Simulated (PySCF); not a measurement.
**[ClSe2]-, singlet: computed properties**

Level of theory: PBE0/[Cl def2-SVPD, Se def2-SVPD], no relativity, density fitting, PySCF.

The structure is a minimum.

```json
{
  "Point group": "C2v",
  "Bond lengths": "Cl–Se 2.274 Å (×2)",
  "Bond angles": "Se–Cl–Se 119.8°",
  "Rotational constants": "0.4514, 0.02725, 0.0257 cm⁻¹",
  "Dipole moment about the centre of mass": "0.56 D",
  "Rotational symmetry number": "2",
  "Zero-point energy": "4.2 kJ/mol",
  "Highest occupied level": "-1.55 eV",
  "Entropy at 298.15 K and 1 bar": "312.3 J/(mol K)",
  "Lowest empty level": "1.15 eV",
  "Heat capacity Cp at 298.15 K": "55.3 J/(mol K)",
  "Enthalpy at 298.15 K above 0 K": "14.03 kJ/mol",
  "Principal polarisabilities": "84.0, 84.1, 173.9 bohr³",
  "Principal quadrupole moments (Buckingham, traceless) about the centre of mass": "-14.17, 5.13, 9.04 D Å"
}
```

Harmonic modes (masses in u: Cl 34.969, Se 79.917):
```tsv
symmetry	ω (cm⁻¹)	IR (km/mol)	μ (u)
a1	99	0.0	64.08
a1	287	1.7	44.21
b2	322	22.2	40.07
```

In C2v the vibrations span 2a1 + b2. Here b1 is antisymmetric to the molecular plane and b2 lies in it.

Charges (e); Mulliken and Löwdin values are unreliable with diffuse functions:
| atom | Mulliken | Löwdin | polar tensor | Mayer order to Cl1 |
| --- | --- | --- | --- | --- |
| Cl1 | -0.37 | -0.50 | 0.06 | – |
| Se2,3 | -0.32 | -0.25 | -0.53 | 0.88 |

Mulliken populations on Cl1: s 5.94, p 11.14, d 0.29.

Outer orbital energies (eV). occupied: -12.55, -7.33, -6.86, -6.45, -2.17, -2.12, -1.94, -1.55; empty: 1.15, 2.32, 4.09, 4.20.

Counting electrons, chlorine keeps 4 of its valence electrons outside its bonds, so the VSEPR class is AX2E2 and the expected shape is bent (C2v), as computed.

Only a few start shapes were tried, so a lower isomer may exist. The lowest empty level of this anion is unbound, so it and the gap depend on the basis.

The final relaxation and frequency run took 44 s on 4 threads of a shared Intel Xeon @ 2.50GHz (Skylake/Cascade Lake) host, with 109 basis functions and 9 gradients; the process peaked at 0.99 GiB.
